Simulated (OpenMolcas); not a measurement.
B, Al, Ga, In, Tl: ns² np down the group

| Property | Result |
| --- | --- |
| Program | OpenMolcas |
| Method | RASSCF |
| Basis | ANO-RCC-VQZP |
| Scalar Hamiltonian | DKH2, point nucleus |
| Spin-orbit coupling | state interaction with AMFI integrals over the reference wave functions, term energies averaged over their components |

Active space for each ion: 1 electron in 9 orbitals (RAS2 p; RAS3 s d, at most 1 electron).

Computed levels in cm-1 above ²P°_1/2:

| Level | B | Al | Ga | In | Tl |
| --- | --- | --- | --- | --- | --- |
| ²P°_3/2 | 14.7 | 93.0 | 704 | 1884 | 6437 |
| weight of ²P° in the lowest level (%) | 100 | 100 | 100 | 100 | 100 |

Measured, with the error of the calculation in %. Measured levels: B, Al, Ga, In, Tl from NIST Handbook of Basic Atomic Spectroscopic Data.

```csv
Level,B,Al,Ga,In,Tl
²P°_3/2,15.3 (-4.0),112 (-17.1),826 (-14.8),2213 (-14.9),7793 (-17.4)
```

The fine-structure level ²P°_3/2 changes by a factor of 438 from B to Tl.

With one active electron the reference holds no correlation, so core polarisation is missing. No level of 2s² 3d was computed, though it lies in the active space (holds for B). No level of 3s² 3d was computed, though it lies in the active space (holds for Al). No level of 4s² 4d was computed, though it lies in the active space (holds for Ga). No level of 5s² 5d was computed, though it lies in the active space (holds for In). Computed and measured levels are paired by configuration, term and J; levels that our copy of the source lacks, or whose pairing is in doubt (as where it misses far off the trend of its configuration), stay unpaired and out of the deviations. Only configurations of the active space appear.

° marks odd parity.
